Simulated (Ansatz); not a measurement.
Consider the ligand exchange at the Si–O bond: `CO[SiH](N)O[SiH3]` + `[NH2][AlH2]` → `[AlH2][NH][SiH3]` + `CO[SiH](N)O`.

Gas-phase electronic energies from Ansatz, PBE0-D4/def2-TZVP geometries. CBS: MP2 limit from def2 TZ/QZ plus the TZ coupled-cluster correction, frozen cores. This one scheme is used for every species. Functionals use def2-TZVPP. Each species was taken in one conformer, which may not be the lowest.

```csv
level,ΔE (kJ/mol)
r2SCAN-D4,53.4
PBE0,48.2
MP2/def2-QZVPP,53.7
SCS-MP2/def2-QZVPP,55.9
```

(1) What does CCSD(T)/CBS give? (Estimate.)

Largest T1 diagnostic among the species: 0.011.

Answers

(1) Computed: +53.9 kJ/mol. The listed levels differ from it by -0.5, -5.7, -0.2, 2.0 kJ/mol.

In def2-TZVPP, CCSD(T) changes the Hartree–Fock value by −9.9 kJ/mol (the triples alone add −1.6 kJ/mol) and MP2 by −10.1 kJ/mol.
